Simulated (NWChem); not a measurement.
# SiNH4, doublet; SMILES [NH][SiH3]

```xyz
6

N      0.0846    -1.2415     0.2253
Si    -0.0159     0.5119     0.0416
H      0.6671    -1.6543    -0.5163
H     -0.8542     1.0841     1.1300
H     -0.6249     0.8565    -1.2850
H      1.3540     1.1196     0.1008
```
Atoms are numbered in this order, from 1.

Program: NWChem. Spin-unrestricted. The geometry was optimised at PBE0/def2-SVP, spin-unrestricted. No stability test was run on the SCF state. Fermi-contact couplings, non-relativistic, static geometry.

For level B3LYP/IGLO-II:

```
Quantity                  Value
------------------------  -----
A(iso) 14N atom 1 (MHz)    23.4
A(iso) 29Si atom 2 (MHz)   49.6
A(iso) 1H atom 3 (MHz)    -55.3
A(iso) 1H atom 5 (MHz)     78.8
A(iso) 1H atom 6 (MHz)     76.8
```

Problem. Estimate the same quantities for level PBE0/IGLO-II.

Solution. 
| Item | Result |
|---|---|
| A(iso) 14N atom 1 (MHz) | 21.6 |
| A(iso) 29Si atom 2 (MHz) | 52.0 |
| A(iso) 1H atom 3 (MHz) | -59.3 |
| A(iso) 1H atom 5 (MHz) | 71.6 |
| A(iso) 1H atom 6 (MHz) | 69.8 |
